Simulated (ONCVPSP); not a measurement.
## Before and after: ONCV potential for molybdenum

```json
{
  "Element": "molybdenum (Mo)",
  "Generator": "ONCVPSP 4.0.1",
  "Type": "optimised norm-conserving Vanderbilt (ONCV)",
  "Functional": "PBE",
  "Relativity": "fully relativistic",
  "Frozen core": "[Ar] 3d10",
  "Valence charge": "14",
  "Reference configuration": "4s2 4p6 4d5 5s1",
  "Partial waves": "4s+5s: rc 1.75 bohr, ncon 5, nbas 8, qcut 6.8 1/bohr, 2 projectors; 4p: rc 1.90 bohr, ncon 4, nbas 7, qcut 7.4 1/bohr, 1 projector; 4d: rc 1.75 bohr, ncon 3, nbas 7, qcut 7.8 1/bohr, local",
  "Local potential": "the d channel",
  "Core correction": "Teter function, fcfact 5.25, rcfact 1.4"
}
```

Open shells are filled in proportion to 2j + 1.

Change: reference 4s2 4p6 4d5 5s0.75 5p0.25; wave 4p: rc 1.90 bohr, ncon 4, nbas 7, qcut 7.4 1/bohr, 1 projector becomes 4p+5p: rc 1.90 bohr, ncon 4, nbas 7, qcut 7.4 1/bohr, 2 projectors.

Cutoffs: the cutoffs (Ha) at which the residual kinetic energy of the hardest occupied pseudo-wave falls to 1 and 0.1 mHa per electron; they do not see the model core or the augmentation charge, which bear on the density cutoff. Errors are all-electron minus pseudo energies relative to the spin-unpolarised reference configuration.

Problem. What does the change do?

Solution. The potential gets neither clearly harder nor softer (20 Ha and 27 Ha → 20 Ha and 27 Ha); the number of tests with a reliable result goes from 4 to 3; the range in which the p3/2 phases agree widens (upper end 0.7 → at the end of the scan); the range in which the p1/2 phases agree widens (upper end 0.6 → at the end of the scan); neither file shows a bound ghost. In the base the local d channel has no projectors, so it cannot carry the spin–orbit splitting, and the file is wrong for that shell. In the changed file the local d channel has no projectors, so it cannot carry the spin–orbit splitting, and the file is wrong for that shell.

| quantity | base | changed |
| --- | --- | --- |
| cutoff, loose | 20 Ha | 20 Ha |
| cutoff, tight | 27 Ha | 27 Ha |
| loose cutoff by channel | s 20 Ha, p 13 Ha, d 19 Ha | s 20 Ha, p 13 Ha, d 19 Ha |
| bound ghosts | none | none |
| GHOST(+) flags under 300 eV | none | none |
| largest miss of a reference level, eV | 0.12 | 0.12 |
| tests with a reliable result | 4 of 4 | 3 of 4 |
| s: phases at 1.77 bohr within 0.05 rad from the reference energy up to (Ha; the scan ends near 5) | to the end of the scan | to the end of the scan |
| p3/2: phases at 1.93 bohr within 0.05 rad from the reference energy up to (Ha; the scan ends near 5) | 0.7 | to the end of the scan |
| p1/2: phases at 1.93 bohr within 0.05 rad from the reference energy up to (Ha; the scan ends near 5) | 0.6 | to the end of the scan |
| d5/2: phases at 1.77 bohr within 0.05 rad from the reference energy up to (Ha; the scan ends near 5) | to the end of the scan | to the end of the scan |
| d3/2: phases at 1.77 bohr within 0.05 rad from the reference energy up to (Ha; the scan ends near 5) | 3.4 | 3.4 |
| rms error of d²Exc/dni dnj with the model core, mHa | 3.37 | 3.29 |
